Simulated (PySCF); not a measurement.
C5H6N, SMILES c1cc[nH+]cc1, charge +1.

Geometry: PBE0-D3(BJ)/def2-SVP. The isomer is the one that the SMILES or the coordinates give; other isomers of the formula were not compared.

Level of theory: PBE0-D3(BJ)/def2-SVP (PySCF).

Harmonic, unscaled wavenumbers; measured fundamentals usually lie a few per cent lower.

### Question
List the normal modes with their intensities. (The exact figures need the calculation; the answer reports its results.)

### Answer

```csv
mode,ν (cm⁻¹),IR (km/mol),Raman (Å⁴/amu),depolarisation,moving atoms (share of kinetic energy)
1,394,1.1,0.3,0.75,"C 50 %, H 29 %, N 20 %"
2,407,0.0,0.0,–,"C 69 %, H 31 %"
3,620,0.0,2.6,0.75,"C 65 %, N 26 %, H 9 %"
4,645,0.2,5.0,0.75,"C 86 %, H 9 %"
5,684,104.4,0.1,0.75,"H 63 %, C 22 %, N 15 %"
6,753,61.9,0.1,0.75,"H 54 %, C 41 %"
7,868,9.6,1.0,0.75,"H 80 %, N 12 %"
8,886,0.0,0.5,0.75,"H 78 %, C 22 %"
9,1004,2.0,0.1,0.75,"H 75 %, C 21 %"
10,1017,0.0,0.0,–,"H 69 %, C 31 %"
11,1034,3.3,10.5,0.12,"C 54 %, N 36 %, H 10 %"
12,1054,0.0,39.9,0.09,"C 85 %, H 15 %"
13,1058,0.6,0.0,–,"H 71 %, C 29 %"
14,1087,5.4,2.1,0.09,"H 55 %, C 41 %"
15,1092,6.9,0.4,0.75,"H 60 %, C 35 %"
16,1183,2.4,1.6,0.75,H 94 %
17,1218,1.6,7.2,0.75,"H 85 %, C 15 %"
18,1300,1.0,3.8,0.75,"H 84 %, N 12 %"
19,1385,2.1,0.4,0.75,"H 64 %, C 34 %"
20,1428,16.7,1.4,0.75,"C 67 %, H 20 %, N 13 %"
21,1522,24.3,0.2,0.70,"C 54 %, H 41 %"
22,1580,60.1,0.1,0.75,"C 51 %, H 44 %"
23,1686,22.3,10.5,0.75,"C 58 %, N 27 %, H 15 %"
24,1708,34.8,13.1,0.54,"C 84 %, H 11 %"
25,3236,1.5,63.3,0.50,"H 91 %, C 9 %"
26,3252,0.4,86.3,0.75,"H 91 %, C 9 %"
27,3253,22.7,13.9,0.09,"H 91 %, C 9 %"
28,3262,42.0,3.9,0.75,"H 91 %, C 9 %"
29,3264,0.0,239.8,0.12,"H 91 %, C 9 %"
30,3582,197.9,71.1,0.26,H 93 %
```
